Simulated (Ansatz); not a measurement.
## Molecular dynamics of BF3H2O

Input file:

```yaml
crystal:
  periodic: [false, false, false]
  atoms:
    - { symbol: B, position_ang: [0.003442, 0.139951, 0.113064] }
    - { symbol: O, position_ang: [0.010025, -0.075575, 1.598462] }
    - { symbol: H, position_ang: [-0.847776, -0.41336, 1.901771] }
    - { symbol: F, position_ang: [1.134107, -0.181701, -0.510363] }
    - { symbol: F, position_ang: [-1.172468, -0.120009, -0.476661] }
    - { symbol: F, position_ang: [0.064821, 1.762835, 0.457555] }
    - { symbol: H, position_ang: [0.021448, 1.210058, 1.434274] }
basis:
  gaussian: { orbitals: "6-31G*" }
hamiltonian:
  xc: b3lyp
md:
  timestep: 0.5
  n_steps: 200
  ensemble: nve
  temperature: 300.0
  initial_velocities: maxwell_boltzmann
  seed: 8048
```

Run as:

```bash
$ ansatz run input.yaml --threads 1 --pin off --max-ram 2048MiB --backend cpu --events-out ev --progress --plain --runs-dir out
```

It starts at the highest image of a converged band, a first-order saddle point between two minima.

Output, in part (one step line in 4, the closing report, with atoms numbered from 0):

```
md step     0: t =     0.00 fs  T =   300.0 K  F+E_penalty+E_count = -10910.21661312 eV  E_kin = 0.193890 eV  conserved = -10910.02272312 eV  (25 SCF iters)
md step     4: t =     2.00 fs  T =   245.1 K  F+E_penalty+E_count = -10910.18085250 eV  E_kin = 0.158411 eV  conserved = -10910.02244184 eV  (26 SCF iters)
md step     8: t =     4.00 fs  T =   156.0 K  F+E_penalty+E_count = -10910.12312547 eV  E_kin = 0.100851 eV  conserved = -10910.02227463 eV  (26 SCF iters)
md step    12: t =     6.00 fs  T =   105.5 K  F+E_penalty+E_count = -10910.09028351 eV  E_kin = 0.068168 eV  conserved = -10910.02211521 eV  (26 SCF iters)
md step    16: t =     8.00 fs  T =   149.0 K  F+E_penalty+E_count = -10910.11844973 eV  E_kin = 0.096290 eV  conserved = -10910.02216006 eV  (26 SCF iters)
md step    20: t =    10.00 fs  T =   277.2 K  F+E_penalty+E_count = -10910.20145198 eV  E_kin = 0.179154 eV  conserved = -10910.02229770 eV  (26 SCF iters)
md step    24: t =    12.00 fs  T =   446.0 K  F+E_penalty+E_count = -10910.31063402 eV  E_kin = 0.288247 eV  conserved = -10910.02238708 eV  (26 SCF iters)
md step    28: t =    14.00 fs  T =   622.3 K  F+E_penalty+E_count = -10910.42473424 eV  E_kin = 0.402220 eV  conserved = -10910.02251389 eV  (26 SCF iters)
md step    32: t =    16.00 fs  T =   787.3 K  F+E_penalty+E_count = -10910.53108767 eV  E_kin = 0.508816 eV  conserved = -10910.02227177 eV  (25 SCF iters)
md step    36: t =    18.00 fs  T =  1011.9 K  F+E_penalty+E_count = -10910.67641847 eV  E_kin = 0.653997 eV  conserved = -10910.02242177 eV  (27 SCF iters)
md step    40: t =    20.00 fs  T =  1263.5 K  F+E_penalty+E_count = -10910.83932758 eV  E_kin = 0.816597 eV  conserved = -10910.02273018 eV  (27 SCF iters)
md step    44: t =    22.00 fs  T =  1427.6 K  F+E_penalty+E_count = -10910.94590186 eV  E_kin = 0.922667 eV  conserved = -10910.02323531 eV  (24 SCF iters)
md step    48: t =    24.00 fs  T =  1359.3 K  F+E_penalty+E_count = -10910.90157544 eV  E_kin = 0.878533 eV  conserved = -10910.02304203 eV  (24 SCF iters)
md step    52: t =    26.00 fs  T =  1148.1 K  F+E_penalty+E_count = -10910.76431971 eV  E_kin = 0.742046 eV  conserved = -10910.02227341 eV  (24 SCF iters)
md step    56: t =    28.00 fs  T =  1065.6 K  F+E_penalty+E_count = -10910.71059532 eV  E_kin = 0.688697 eV  conserved = -10910.02189869 eV  (24 SCF iters)
md step    60: t =    30.00 fs  T =  1227.9 K  F+E_penalty+E_count = -10910.81602323 eV  E_kin = 0.793582 eV  conserved = -10910.02244114 eV  (24 SCF iters)
md step    64: t =    32.00 fs  T =  1438.0 K  F+E_penalty+E_count = -10910.95254452 eV  E_kin = 0.929393 eV  conserved = -10910.02315114 eV  (24 SCF iters)
md step    68: t =    34.00 fs  T =  1460.3 K  F+E_penalty+E_count = -10910.96685138 eV  E_kin = 0.943808 eV  conserved = -10910.02304322 eV  (24 SCF iters)
md step    72: t =    36.00 fs  T =  1312.0 K  F+E_penalty+E_count = -10910.87057229 eV  E_kin = 0.847941 eV  conserved = -10910.02263163 eV  (24 SCF iters)
md step    76: t =    38.00 fs  T =  1155.4 K  F+E_penalty+E_count = -10910.76870172 eV  E_kin = 0.746749 eV  conserved = -10910.02195284 eV  (24 SCF iters)
md step    80: t =    40.00 fs  T =  1206.1 K  F+E_penalty+E_count = -10910.80166951 eV  E_kin = 0.779530 eV  conserved = -10910.02213930 eV  (25 SCF iters)
md step    84: t =    42.00 fs  T =  1415.6 K  F+E_penalty+E_count = -10910.93758441 eV  E_kin = 0.914912 eV  conserved = -10910.02267282 eV  (24 SCF iters)
md step    88: t =    44.00 fs  T =  1573.7 K  F+E_penalty+E_count = -10911.04034645 eV  E_kin = 1.017110 eV  conserved = -10910.02323633 eV  (24 SCF iters)
md step    92: t =    46.00 fs  T =  1495.4 K  F+E_penalty+E_count = -10910.98940542 eV  E_kin = 0.966475 eV  conserved = -10910.02293076 eV  (24 SCF iters)
md step    96: t =    48.00 fs  T =  1273.1 K  F+E_penalty+E_count = -10910.84511475 eV  E_kin = 0.822790 eV  conserved = -10910.02232509 eV  (24 SCF iters)
md step   100: t =    50.00 fs  T =  1132.1 K  F+E_penalty+E_count = -10910.75362916 eV  E_kin = 0.731708 eV  conserved = -10910.02192148 eV  (28 SCF iters)
md step   104: t =    52.00 fs  T =  1197.7 K  F+E_penalty+E_count = -10910.79655126 eV  E_kin = 0.774100 eV  conserved = -10910.02245110 eV  (25 SCF iters)
md step   108: t =    54.00 fs  T =  1309.3 K  F+E_penalty+E_count = -10910.86902535 eV  E_kin = 0.846200 eV  conserved = -10910.02282529 eV  (24 SCF iters)
md step   112: t =    56.00 fs  T =  1318.6 K  F+E_penalty+E_count = -10910.87494905 eV  E_kin = 0.852202 eV  conserved = -10910.02274673 eV  (24 SCF iters)
md step   116: t =    58.00 fs  T =  1237.1 K  F+E_penalty+E_count = -10910.82208493 eV  E_kin = 0.799549 eV  conserved = -10910.02253555 eV  (27 SCF iters)
md step   120: t =    60.00 fs  T =  1144.4 K  F+E_penalty+E_count = -10910.76200175 eV  E_kin = 0.739629 eV  conserved = -10910.02237237 eV  (27 SCF iters)
md step   124: t =    62.00 fs  T =  1103.1 K  F+E_penalty+E_count = -10910.73524447 eV  E_kin = 0.712914 eV  conserved = -10910.02233040 eV  (27 SCF iters)
md step   128: t =    64.00 fs  T =  1143.6 K  F+E_penalty+E_count = -10910.76129866 eV  E_kin = 0.739098 eV  conserved = -10910.02220067 eV  (27 SCF iters)
md step   132: t =    66.00 fs  T =  1279.6 K  F+E_penalty+E_count = -10910.84973158 eV  E_kin = 0.826989 eV  conserved = -10910.02274253 eV  (27 SCF iters)
md step   136: t =    68.00 fs  T =  1349.7 K  F+E_penalty+E_count = -10910.89531219 eV  E_kin = 0.872336 eV  conserved = -10910.02297584 eV  (27 SCF iters)
md step   140: t =    70.00 fs  T =  1256.4 K  F+E_penalty+E_count = -10910.83496801 eV  E_kin = 0.812004 eV  conserved = -10910.02296402 eV  (24 SCF iters)
md step   144: t =    72.00 fs  T =  1050.7 K  F+E_penalty+E_count = -10910.70122051 eV  E_kin = 0.679086 eV  conserved = -10910.02213428 eV  (27 SCF iters)
md step   148: t =    74.00 fs  T =   989.1 K  F+E_penalty+E_count = -10910.66147194 eV  E_kin = 0.639285 eV  conserved = -10910.02218732 eV  (28 SCF iters)
md step   152: t =    76.00 fs  T =  1082.4 K  F+E_penalty+E_count = -10910.72210760 eV  E_kin = 0.699545 eV  conserved = -10910.02256226 eV  (27 SCF iters)
md step   156: t =    78.00 fs  T =  1187.8 K  F+E_penalty+E_count = -10910.79053617 eV  E_kin = 0.767649 eV  conserved = -10910.02288746 eV  (27 SCF iters)
md step   160: t =    80.00 fs  T =  1181.2 K  F+E_penalty+E_count = -10910.78622043 eV  E_kin = 0.763381 eV  conserved = -10910.02283936 eV  (26 SCF iters)
md step   164: t =    82.00 fs  T =  1062.2 K  F+E_penalty+E_count = -10910.70913990 eV  E_kin = 0.686517 eV  conserved = -10910.02262262 eV  (27 SCF iters)
md step   168: t =    84.00 fs  T =   918.0 K  F+E_penalty+E_count = -10910.61551547 eV  E_kin = 0.593275 eV  conserved = -10910.02224087 eV  (27 SCF iters)
md step   172: t =    86.00 fs  T =   893.7 K  F+E_penalty+E_count = -10910.59963200 eV  E_kin = 0.577625 eV  conserved = -10910.02200731 eV  (28 SCF iters)
md step   176: t =    88.00 fs  T =  1046.9 K  F+E_penalty+E_count = -10910.69916780 eV  E_kin = 0.676584 eV  conserved = -10910.02258407 eV  (27 SCF iters)
md step   180: t =    90.00 fs  T =  1190.1 K  F+E_penalty+E_count = -10910.79212591 eV  E_kin = 0.769138 eV  conserved = -10910.02298823 eV  (27 SCF iters)
md step   184: t =    92.00 fs  T =  1160.0 K  F+E_penalty+E_count = -10910.77276425 eV  E_kin = 0.749700 eV  conserved = -10910.02306437 eV  (27 SCF iters)
md step   188: t =    94.00 fs  T =   955.1 K  F+E_penalty+E_count = -10910.63960130 eV  E_kin = 0.617268 eV  conserved = -10910.02233281 eV  (27 SCF iters)
md step   192: t =    96.00 fs  T =   812.6 K  F+E_penalty+E_count = -10910.54720391 eV  E_kin = 0.525188 eV  conserved = -10910.02201560 eV  (27 SCF iters)
md step   196: t =    98.00 fs  T =   862.7 K  F+E_penalty+E_count = -10910.57972054 eV  E_kin = 0.557549 eV  conserved = -10910.02217203 eV  (25 SCF iters)
md step   200: t =   100.00 fs  T =  1034.8 K  F+E_penalty+E_count = -10910.69162861 eV  E_kin = 0.668817 eV  conserved = -10910.02281174 eV  (25 SCF iters)
Total energy: -10910.69180588 eV, -400.9605283336 hartree
Atom 0 at     0.093808     0.720385    -0.373240 Å, force    -2.347163    -1.687057    -0.845539 eV/Å
Atom 1 at    -0.288208    -0.911905     2.790504 Å, force    -0.023432    -0.751103    -0.183527 eV/Å
Atom 2 at    -0.893637    -1.631495     2.521384 Å, force    -0.071712     0.517143    -0.010764 eV/Å
Atom 3 at     1.167689    -0.003226    -0.538476 Å, force     0.679559    -0.137983     0.307821 eV/Å
Atom 4 at    -1.099819     0.021359    -0.330222 Å, force     1.814529     1.553035     0.255856 eV/Å
Atom 5 at     0.134758     2.022016    -0.502326 Å, force    -0.184513     0.173135     0.406136 eV/Å
Atom 6 at     0.511424    -1.435468     2.971082 Å, force     0.132733     0.332830     0.070016 eV/Å
Dipole moment:     0.125322    -0.398217     0.081105 e Å
```

The run went to its last step. The conserved energy stayed within 0.12 meV per atom of its start (net change -0.013 meV per atom), so the integration is sound. The kinetic energy rose, since the run started high on the potential surface and went downhill. It ends in pieces (BF3 + H2O), so much of that is their flight and rotation, not heat. A run of 0.1 ps of so small a system gives no equilibrium averages. The orbitals stay closed-shell, which can raise the energy where a bond breaks towards radicals; this wasn't checked here.

Between its relaxed ends the band would form B1–F6, O2–H7 and break F6–H7. These pairs go: B1–F6 1.66 → 1.31 Å, O2–H7 1.30 → 0.97 Å, F6–H7 1.12 → 4.92 Å. In the last frame they stand as after the step (other bonds may differ from the relaxed reactants and products). Also parted: B1–O2 1.50 → 3.58 Å. It ends as BF3 + H2O. Pairs count as bonded within 1.25 times the sum of covalent radii (0.12 Å more for H–H).

Last frame:

```xyz
7
Properties=species:S:1:pos:R:3
B 0.094 0.720 -0.373
O -0.288 -0.912 2.791
H -0.894 -1.631 2.521
F 1.168 -0.003 -0.538
F -1.100 0.021 -0.330
F 0.135 2.022 -0.502
H 0.511 -1.435 2.971
```

Run time: 7.8 min on 1 thread of Arm Neoverse V1, with other jobs on the host, peak memory 0.14 GiB.
